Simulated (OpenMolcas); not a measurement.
Pt4+ (d6) among equal point charges was computed by CASSCF with the d shell active (OpenMolcas, ANO-RCC-VTZP on the metal). Its lowest spin-free states, and all those of the highest spin:

| 2S+1 | Degeneracy | E (cm-1) |
| --- | --- | --- |
| 5 | 2 | 0.0 |
| 5 | 3 | 2545 |
| 3 | 3 | 18683 |
| 3 | 2 | 19767 |
| 3 | 3 | 21009 |
| 3 | 3 | 21151 |
| 3 | 1 | 22745 |
| 3 | 3 | 22920 |
| 3 | 3 | 23918 |
| 3 | 1 | 24062 |
| 3 | 2 | 25363 |
| 3 | 3 | 25458 |

Is the site octahedral, tetrahedral or cube-like, axial, or of lower symmetry?

The states with 2S+1 = 5 have orbital degeneracies 2, 3. Threefold states need a cubic site. For d6 at this spin an octahedron puts the threefold T2 below the twofold E and a tetrahedron or cube puts the twofold E below the threefold T2, so the site is a tetrahedron or a cube, which this pattern cannot tell apart. The first gap at this spin, 2550 cm-1, is |10Dq| in ligand-field theory. The run had Pt4+ among 8 point charges of -1.2 e arranged as a cube (Oh), 2.27 Å from the ion.

Spin-orbit coupling mixes the spin-free states strongly: the lowest level takes only 59 % from its leading state, 5E. An orbital doublet at a regular site is open to a Jahn-Teller distortion, which this geometry leaves out. Without dynamic correlation the repulsion within the d shell is too large (B by tens of per cent), so at a given field states of lower spin stand too high. Point charges give a weaker field than real ligands, and real ions of this kind are as a rule low spin; the high spin found here belongs to the model. The ground term spreads over less than 5000 cm-1, several times less than with real ligands, so orbital moments are less quenched and χT lies further from the spin-only value than at real sites. This is an electrostatic model: the charges have no orbitals. No measured value stands beside these numbers.
